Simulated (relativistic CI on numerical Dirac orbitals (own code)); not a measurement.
**Ligand-field terms of d4**

Computed with a parametric ligand-field model of a d^n configuration (Racah B and C, spin-orbit zeta, crystal field), exact diagonalisation.

Field parameters in Wybourne normalisation: Oh B⁴₀ = 21Dq, B⁴₄ = √(5/14) B⁴₀. The field is a parameter set, without covalency.

(1) Ground term and bands for B = 990, C = 4300, ζ = 0 cm⁻¹, Oh, 10Dq = 38750 cm⁻¹?

(2) Ground term and bands for B = 400, C = 1950, ζ = 0 cm⁻¹, Oh, 10Dq = 29800 cm⁻¹?

(3) A d4 ion in Oh symmetry has the ground term 3T1 and bands at 1T2 8047 cm⁻¹ (1243 nm), 1E 8753 cm⁻¹ (1142 nm), 5E 16708 cm⁻¹ (599 nm), 3E 30695 cm⁻¹ (326 nm), 3T1 31393 cm⁻¹ (319 nm), 3T2 32115 cm⁻¹ (311 nm), 3A1 32978 cm⁻¹ (303 nm). Which parameters reproduce them?

(4) Ground term and bands for B = 720, C = 2590, ζ = 0 cm⁻¹, Oh, 10Dq = 30400 cm⁻¹?

(5) A d4 ion in Oh symmetry has the ground term 3T1 and bands at 1T2 5002 cm⁻¹ (1999 nm), 1E 5366 cm⁻¹ (1864 nm), 1A1 11834 cm⁻¹ (845 nm), 3E 24505 cm⁻¹ (408 nm), 3T1 24937 cm⁻¹ (401 nm), 3T2 25380 cm⁻¹ (394 nm), 3A1 25852 cm⁻¹ (387 nm). Which parameters reproduce them?

Answers

(1) Ground term 3T1 with 0.02 electrons in the two orbitals of the cubic e set. Spin-allowed: 3E 34806 cm⁻¹ (287 nm), 3T1 35898 cm⁻¹ (279 nm), 3T2 37038 cm⁻¹ (270 nm), 3A1 38676 cm⁻¹ (259 nm). Lowest spin-forbidden: 1T2 12505 cm⁻¹ (800 nm), 5E 12566 cm⁻¹ (796 nm), 1E 13863 cm⁻¹ (721 nm).

(2) Ground term 3T1 with 0.01 electrons in the two orbitals of the cubic e set. Spin-allowed: 3E 27849 cm⁻¹ (359 nm), 3T1 28347 cm⁻¹ (353 nm), 3T2 28855 cm⁻¹ (347 nm), 3A1 29388 cm⁻¹ (340 nm). Lowest spin-forbidden: 1T2 5753 cm⁻¹ (1738 nm), 1E 6168 cm⁻¹ (1621 nm), 1A1 13596 cm⁻¹ (735 nm).

(3) B = 590, C = 2740, ζ = 0 cm⁻¹, Oh, 10Dq = 33350 cm⁻¹.

(4) Ground term 3T1 with 0.02 electrons in the two orbitals of the cubic e set. Spin-allowed: 3E 27913 cm⁻¹ (358 nm), 3T1 28519 cm⁻¹ (351 nm), 3T2 29315 cm⁻¹ (341 nm), 3A1 30720 cm⁻¹ (326 nm). Lowest spin-forbidden: 1T2 8049 cm⁻¹ (1242 nm), 1E 9068 cm⁻¹ (1103 nm), 5E 13880 cm⁻¹ (720 nm).

(5) B = 350, C = 1690, ζ = 0 cm⁻¹, Oh, 10Dq = 26200 cm⁻¹.
